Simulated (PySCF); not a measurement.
C3H12BNSi (SMILES CB(C)C[SiH2]N), singlet, geometry from GFN2-xTB; DF-HF/pcseg-0 (PySCF).

PySCF was given this input:
```python
from pyscf import gto, scf

mol = gto.Mole()
mol.atom = '''
    Si    1.509091    0.352360    0.440676
    N     1.844761   -0.945572   -0.639901
    C    -0.111315    1.170395   -0.158580
    B    -1.272220    0.140156   -0.077223
    C    -1.620739   -0.790935   -1.309192
    C    -2.112335    0.003970    1.256752
    H     1.375756   -0.027740    1.860160
    H     2.641541    1.274525    0.302273
    H     1.090031   -1.551268   -0.918441
    H     2.691290   -1.477213   -0.521667
    H     0.077290    1.532121   -1.168307
    H    -0.262339    2.039127    0.480844
    H    -1.651083   -1.843328   -1.026550
    H    -0.936895   -0.687318   -2.149180
    H    -2.619672   -0.557399   -1.678441
    H    -2.906266    0.752061    1.259247
    H    -2.597509   -0.962873    1.375320
    H    -1.515316    0.193905    2.146813
'''
mol.basis = 'pcseg-0'
mol.charge = 0
mol.spin = 0
mol.verbose = 4
mol.max_memory = 1800
mol.build()

mf = scf.RHF(mol)
mf = mf.density_fit(auxbasis='def2-universal-jkfit')
mf.kernel()
```

Problem. Predict the main parts of the log of this PySCF run.

Solution. 
```
PySCF version 2.14.0

[INPUT] verbose = 4
[INPUT] num. atoms = 18
[INPUT] num. electrons = 56
[INPUT] charge = 0
[INPUT] spin (= nelec alpha-beta = 2S) = 0
[INPUT] symmetry False subgroup None
[INPUT] Mole.unit = angstrom
[INPUT] Symbol           X                Y                Z      unit          X                Y                Z       unit  Magmom
[INPUT]  1 Si     1.509091000000   0.352360000000   0.440676000000 AA    2.851768687046   0.665863897252   0.832756949669 Bohr   0.0
[INPUT]  2 N      1.844761000000  -0.945572000000  -0.639901000000 AA    3.486093055279  -1.786872111057  -1.209237636835 Bohr   0.0
[INPUT]  3 C     -0.111315000000   1.170395000000  -0.158580000000 AA   -0.210354863556   2.211726007560  -0.299672768834 Bohr   0.0
[INPUT]  4 B     -1.272220000000   0.140156000000  -0.077223000000 AA   -2.404147370194   0.264856454715  -0.145930320517 Bohr   0.0
[INPUT]  5 C     -1.620739000000  -0.790935000000  -1.309192000000 AA   -3.062752829401  -1.494650532333  -2.474014324472 Bohr   0.0
[INPUT]  6 C     -2.112335000000   0.003970000000   1.256752000000 AA   -3.991734633333   0.007502212715   2.374917086499 Bohr   0.0
[INPUT]  7 H      1.375756000000  -0.027740000000   1.860160000000 AA    2.599802054227  -0.052421002695   3.515192947871 Bohr   0.0
[INPUT]  8 H      2.641541000000   1.274525000000   0.302273000000 AA    4.991789036810   2.408503188911   0.571213184851 Bohr   0.0
[INPUT]  9 H      1.090031000000  -1.551268000000  -0.918441000000 AA    2.059860057286  -2.931471665802  -1.735601951572 Bohr   0.0
[INPUT] 10 H      2.691290000000  -1.477213000000  -0.521667000000 AA    5.085801021781  -2.791527997647  -0.985807758223 Bohr   0.0
[INPUT] 11 H      0.077290000000   1.532121000000  -1.168307000000 AA    0.146056932168   2.895289079695  -2.207780259412 Bohr   0.0
[INPUT] 12 H     -0.262339000000   2.039127000000   0.480844000000 AA   -0.495748861792   3.853391563206   0.908663468640 Bohr   0.0
[INPUT] 13 H     -1.651083000000  -1.843328000000  -1.026550000000 AA   -3.120094678925  -3.483385077742  -1.939898353172 Bohr   0.0
[INPUT] 14 H     -0.936895000000  -0.687318000000  -2.149180000000 AA   -1.770474957474  -1.298842780484  -4.061361592393 Bohr   0.0
[INPUT] 15 H     -2.619672000000  -0.557399000000  -1.678441000000 AA   -4.950462616192  -1.053331452106  -3.171793806241 Bohr   0.0
[INPUT] 16 H     -2.906266000000   0.752061000000   1.259247000000 AA   -5.492046785135   1.421189318967   2.379631953180 Bohr   0.0
[INPUT] 17 H     -2.597509000000  -0.962873000000   1.375320000000 AA   -4.908580616093  -1.819566262738   2.598978133637 Bohr   0.0
[INPUT] 18 H     -1.515316000000   0.193905000000   2.146813000000 AA   -2.863532232171   0.366427344184   4.056888610656 Bohr   0.0

nuclear repulsion = 288.89413192708
number of shells = 24
number of NR pGTOs = 138
number of NR cGTOs = 82
basis = pcseg-0
ecp = {}

******** <class 'pyscf.df.df_jk.DFRHF'> ********
method = DFRHF
initial guess = minao
damping factor = 0
level_shift factor = 0
DIIS = <class 'pyscf.scf.diis.CDIIS'>
diis_start_cycle = 1
diis_space = 8
diis_damp = 0
SCF conv_tol = 1e-09
SCF conv_tol_grad = None
SCF max_cycles = 50
direct_scf = False
Set gradient conv threshold to 3.16228e-05
Initial guess from minao.
******** <class 'pyscf.df.df.DF'> ********
auxbasis = def2-universal-jkfit
init E= -488.379364900434
  HOMO = -0.282024599553024  LUMO = 0.033089458322437  gap/eV = 8.57469
cycle= 1 E= -487.702014010525  delta_E= 0.677  |g|= 0.359  |ddm|= 3.74
  HOMO = -0.379986780273752  LUMO = 0.109208182668317  gap/eV = 13.31167
cycle= 2 E= -487.75202964855  delta_E= -0.05  |g|= 0.0954  |ddm|= 0.667
  HOMO = -0.399083848367324  LUMO = 0.11816530057395  gap/eV = 14.07507
cycle= 3 E= -487.755460193269  delta_E= -0.00343  |g|= 0.0439  |ddm|= 0.202
  HOMO = -0.388795184159841  LUMO = 0.119473813109945  gap/eV = 13.83070
cycle= 4 E= -487.755931782789  delta_E= -0.000472  |g|= 0.00511  |ddm|= 0.0546
  HOMO = -0.390268584457256  LUMO = 0.119277484730846  gap/eV = 13.86545
cycle= 5 E= -487.755948843379  delta_E= -1.71e-05  |g|= 0.00149  |ddm|= 0.0161
  HOMO = -0.390133981131993  LUMO = 0.11935483847796  gap/eV = 13.86390
cycle= 6 E= -487.755950852519  delta_E= -2.01e-06  |g|= 0.000417  |ddm|= 0.00598
  HOMO = -0.390168335693492  LUMO = 0.119387383028064  gap/eV = 13.86572
cycle= 7 E= -487.755951048492  delta_E= -1.96e-07  |g|= 0.000129  |ddm|= 0.00188
  HOMO = -0.39017497969016  LUMO = 0.11937703605112  gap/eV = 13.86562
cycle= 8 E= -487.755951061113  delta_E= -1.26e-08  |g|= 3.61e-05  |ddm|= 0.000441
  HOMO = -0.390173175413944  LUMO = 0.119376883119086  gap/eV = 13.86556
cycle= 9 E= -487.755951062156  delta_E= -1.04e-09  |g|= 8.66e-06  |ddm|= 0.000129
  HOMO = -0.390174406665152  LUMO = 0.119376878708811  gap/eV = 13.86560
cycle= 10 E= -487.75595106223  delta_E= -7.44e-11  |g|= 2.23e-06  |ddm|= 3.33e-05
  HOMO = -0.390174397667559  LUMO = 0.119376583423385  gap/eV = 13.86559
Extra cycle  E= -487.755951062235  delta_E= -4.77e-12  |g|= 1e-06  |ddm|= 4.76e-06
converged SCF energy = -487.755951062235
```
